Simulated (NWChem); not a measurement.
Program: NWChem. System: CuF, charge 0, spin multiplicity 1, displaced from the optimised geometry. The structure started from a generated list of species.

Input file:

```
start mol
memory heap 200 mb stack 900 mb global 1100 mb
geometry units angstroms nocenter noautoz
  Cu     0.000000     0.000000    -0.421005
  F      0.000000     0.000000     1.356572
  symmetry group C2v
end
basis spherical
  * library def2-tzvp
end
dft
  xc xpbe96 cpbe96
  semidirect memsize 60000000 filesize 0
  iterations 100
  convergence nodiis damp 40
end
task dft gradient
```

The output up to the point where the run's verdict is printed (cleaned and shortened):

```
             Northwest Computational Chemistry Package (NWChem) 7.3.0
             --------------------------------------------------------

                                NWChem Input Module
                                -------------------

 Scaling coordinates for geometry "geometry" by  1.889725989
 (inverse scale =  0.529177249)

 Turning off AUTOSYM since
 SYMMETRY directive was detected!

                             Geometry "geometry" -> ""
                             -------------------------

 Output coordinates in angstroms (scale by  1.889725989 to convert to a.u.)

  No.       Tag          Charge          X              Y              Z
 ---- ---------------- ---------- -------------- -------------- --------------
    1 Cu                  29.0000     0.00000000     0.00000000    -0.42100500
    2 F                    9.0000     0.00000000     0.00000000     1.35657200

 Effective nuclear repulsion energy (a.u.)      77.6986099555

            Nuclear Dipole moment (a.u.)
            ----------------------------
        X                 Y               Z
 ---------------- ---------------- ----------------
     0.0000000000     0.0000000000     0.0000056692

      Symmetry information
      --------------------

 Group name             C2v
 Group number             16
 Group order               4
 No. of unique centers     2

      Symmetry unique atoms

     1    2


 Summary of "ao basis" -> "" (spherical)
 ------------------------------------------------------------------------------
       Tag                 Description            Shells   Functions and Types
 ---------------- ------------------------------  ------  ---------------------
 *                         def2-tzvp                  on all atoms

  pbe96 is a nonlocal functional; adding pw91lda local functional.

                                 NWChem DFT Module
                                 -----------------

 Summary of "ao basis" -> "ao basis" (spherical)
 ------------------------------------------------------------------------------
       Tag                 Description            Shells   Functions and Types
[...]
 !! scf_movecs_sym_adapt:   32 vectors were symmetry contaminated

 d= 0,ls=0.5         84  -1496.1147864611  1.63D+02  3.03D-01               7.3

 !! scf_movecs_sym_adapt:   34 vectors were symmetry contaminated

  Symmetry fudging

 !! scf_movecs_sym_adapt:   34 vectors were symmetry contaminated

 d= 0,ls=0.5         85  -1659.2646156239 -1.63D+02  3.03D-01               7.4

 !! scf_movecs_sym_adapt:   32 vectors were symmetry contaminated

  Symmetry fudging

 !! scf_movecs_sym_adapt:   32 vectors were symmetry contaminated

 d= 0,ls=0.5         86  -1496.1147864611  1.63D+02  3.03D-01               7.5

 !! scf_movecs_sym_adapt:   34 vectors were symmetry contaminated

  Symmetry fudging

 !! scf_movecs_sym_adapt:   34 vectors were symmetry contaminated

 d= 0,ls=0.5         87  -1659.2646156239 -1.63D+02  3.03D-01               7.5

 !! scf_movecs_sym_adapt:   32 vectors were symmetry contaminated

  Symmetry fudging

 !! scf_movecs_sym_adapt:   32 vectors were symmetry contaminated

 d= 0,ls=0.5         88  -1496.1147864611  1.63D+02  3.03D-01               7.6

 !! scf_movecs_sym_adapt:   34 vectors were symmetry contaminated

  Symmetry fudging

 !! scf_movecs_sym_adapt:   34 vectors were symmetry contaminated

 d= 0,ls=0.5         89  -1659.2646156239 -1.63D+02  3.03D-01               7.7

 !! scf_movecs_sym_adapt:   34 vectors were symmetry contaminated

  Symmetry fudging

 !! scf_movecs_sym_adapt:   32 vectors were symmetry contaminated

 d= 0,ls=0.5         90  -1496.1147864611  1.63D+02  3.03D-01               7.7

 !! scf_movecs_sym_adapt:   34 vectors were symmetry contaminated

  Symmetry fudging

 !! scf_movecs_sym_adapt:   34 vectors were symmetry contaminated

 d= 0,ls=0.5         91  -1659.2646156239 -1.63D+02  3.03D-01               7.8

 !! scf_movecs_sym_adapt:   32 vectors were symmetry contaminated

  Symmetry fudging

 !! scf_movecs_sym_adapt:   32 vectors were symmetry contaminated

 d= 0,ls=0.5         92  -1496.1147864611  1.63D+02  3.03D-01               7.9

 !! scf_movecs_sym_adapt:   34 vectors were symmetry contaminated

  Symmetry fudging

 !! scf_movecs_sym_adapt:   32 vectors were symmetry contaminated

 d= 0,ls=0.5         93  -1659.2646156239 -1.63D+02  3.03D-01               7.9

 !! scf_movecs_sym_adapt:   34 vectors were symmetry contaminated

  Symmetry fudging

 !! scf_movecs_sym_adapt:   32 vectors were symmetry contaminated

 d= 0,ls=0.5         94  -1496.1147864611  1.63D+02  3.03D-01               8.0

 !! scf_movecs_sym_adapt:   34 vectors were symmetry contaminated

  Symmetry fudging

 !! scf_movecs_sym_adapt:   34 vectors were symmetry contaminated

 d= 0,ls=0.5         95  -1659.2646156239 -1.63D+02  3.03D-01               8.1

 !! scf_movecs_sym_adapt:   34 vectors were symmetry contaminated

  Symmetry fudging

 !! scf_movecs_sym_adapt:   34 vectors were symmetry contaminated

 d= 0,ls=0.5         96  -1496.1147864611  1.63D+02  3.03D-01               8.1

 !! scf_movecs_sym_adapt:   34 vectors were symmetry contaminated

  Symmetry fudging

 !! scf_movecs_sym_adapt:   32 vectors were symmetry contaminated

 d= 0,ls=0.5         97  -1659.2646156239 -1.63D+02  3.03D-01               8.2

 !! scf_movecs_sym_adapt:   34 vectors were symmetry contaminated

  Symmetry fudging

 !! scf_movecs_sym_adapt:   32 vectors were symmetry contaminated

 d= 0,ls=0.5         98  -1496.1147864611  1.63D+02  3.03D-01               8.3

 !! scf_movecs_sym_adapt:   34 vectors were symmetry contaminated

  Symmetry fudging

 !! scf_movecs_sym_adapt:   34 vectors were symmetry contaminated

 d= 0,ls=0.5         99  -1659.2646156239 -1.63D+02  3.03D-01               8.3

 !! scf_movecs_sym_adapt:   32 vectors were symmetry contaminated

  Symmetry fudging

 !! scf_movecs_sym_adapt:   32 vectors were symmetry contaminated

 d= 0,ls=0.5        100  -1496.1147864611  1.63D+02  3.03D-01               8.4
```

Convergence was not reached. The next line reads: Calculation failed to converge. NWChem stopped with the message: dft gradient failed.
